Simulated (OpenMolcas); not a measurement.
**W2+: effect of correlating more closed shells**

```yaml
Program: OpenMolcas 26.06
Basis: ANO-RCC-VTZP [8s7p5d3f2g1h]
Scalar_Hamiltonian: DKH2, point nucleus
Active_space: 4 electrons in 5 orbitals (5d)
State_averaging: 2S+1 = 5 even, 5 roots; 2S+1 = 3 even, 45 roots; 2S+1 = 1 even, 50 roots
Spin-orbit_coupling: state interaction with AMFI integrals over the reference wave functions, term energies averaged over their components
```

Methods on the same reference wave functions:
A. CASSCF
B. MS-CASPT2, IPEA 0.25 Eh, imaginary shift 0.1 Eh (closed shells correlated: none)
C. MS-CASPT2, IPEA 0.25 Eh, imaginary shift 0.1 Eh (closed shells correlated: 5s 5p)
D. MS-CASPT2, IPEA 0.25 Eh, imaginary shift 0.1 Eh (closed shells correlated: 4f 5s 5p)

Energies in cm-1 above 5d4 5D0, the measured ground level; measured values from NIST levels as listed in McCann et al., Mon. Not. R. Astron. Soc. 538, 537 (2025).

```csv
Level,A,B,C,D,Measured
5d4 5D0 [69 %],0.0,0.0,0.0,0.0,0.0
5d4 5D1,1596,2310,2190,2170,2256
5d4 5D2,3519,4600,4410,4370,4461
5d4 5D3,5424,6520,6310,6270,6278
5d4 5D4,7211,8050,7870,7840,7687
5d4 3P0(1) [60 %],15107,11810,12040,12100,9904
5d4 3H4 [57 %],16342,15560,15090,15140,13701
5d4 3H5,19241,18820,18230,18260,
5d4 3P1(1),19763,15690,15990,16050,12881
5d4 3F2(1) [74 %],20527,17470,17500,17550,
5d4 3H6,20787,20450,19800,19860,
5d4 3P2(1) [70 %],24575,20330,20520,20540,
5d4 3F3(1) [53 %],25305,23400,23040,23020,
5d4 3G5,27170,26180,25590,25580,
5d4 3D3 [75 %],28081,25450,24890,24780,
5d4 1I6,29275,28550,27740,27830,
5d4 3D1,30492,27950,27410,27300,
5d4 1G4(1) [57 %],33313,31390,31000,31060,
5d4 1S0(1),35001,31120,31180,31280,
5d4 1F3 [73 %],38764,33910,33350,33250,
5d4 3P2(2),43287,37250,37200,36990,
5d4 3F4(2),44370,39220,39190,39040,
5d4 3F2(2),45701,40780,40530,40320,
5d4 3F3(2),46394,41380,41160,40960,
```

Deviations, from unrounded energies. A percentage is the sum of absolute deviations over the sum of measured energies, with the sign that they share, or ± where signs differ.

```
                        Against measurement  Levels      A      B      C      D
             mean absolute deviation (cm-1)       7   2500   1100    990   1000
      fine structure of the ground term (%)       4  -14.2   +3.9   ±1.6   ±1.7
other terms of the ground configuration (%)       3  +40.4  +18.0  +18.2  +18.6
```

C, D lie about equally close to measurement and A furthest from it. The largest miss of C in the table is 5d4 3P1(1), by +3100 cm-1. The ranking rests on the paired levels alone, and a cruder setting can come out closer through cancelling errors.

Among B to D the level of the table that moves most is 5d4 1I6, by 820 cm-1 (lowest in C, highest in B). Moves below CASPT2's spread within the term are not significant.

The mean deviations of B to D differ by less than CASPT2's widest spread within a term (910 cm-1), so their order carries little weight.

From A to B the spin-free energies of the other terms of 5d4 shown, above 5D, scale by factors of 0.63 to 0.90.

The lowest spin-free term lies below A's lowest term by 0.030 hartree in B, 0.270 hartree in C, 1.148 hartree in D.

What an inner shell adds also hangs on whether the basis holds functions to correlate it.

Term energies are means over components that CASPT2 splits; among the terms shown or strongly mixed into the levels shown the widest spread is 1200 cm-1 (5d4 1G(2), C). Over all roots computed the reference weight is 0.93 to 0.99 in B, 0.90 to 0.95 in C; the roots of lowest weight are the least certain, and an intruder state may touch them. Configurations with an s electron lie low in 5d ions of this charge, fall among these levels and mix in, so low-spin terms can stand far too high, up to twice their true height, and weights are not those of the real levels. The CASPT2 spread within a term exceeds the gap to the next term for 5d4 3H and 5d4 3F(1), 5d4 3D and 5d4 1D(1), 5d4 1D(1) and 5d4 1G(1) and others, so the order of their levels is uncertain, and so are names and mixing where such terms share a J (figures for B; the like holds for C, D). Without dynamic correlation excited terms often stand tens of per cent too high (terms of higher spin than the ground term too low), and those without a measured partner can miss by more than the paired ones (holds for A). Some levels mix across a computed gap that differs much from the measured one, so their mixing is not that of the real levels (holds for A; D). Some terms miss by over 15 % even with CASPT2, which points to a basis or an active space too small for the shells correlated (holds for B; C; D). Computed and measured levels are paired by configuration, term and J; levels that our copy of the source lacks, or whose pairing is in doubt (as where it misses far off the trend of its configuration), stay unpaired and out of the deviations. Only configurations of the active space appear. Levels that lie high or do not pair safely by name in every column are left out.

A share in square brackets marks a mixed level and gives the weight of the term that names it, the lowest over the columns. A number in round brackets counts repeated terms of one configuration in the order of the reference energies.
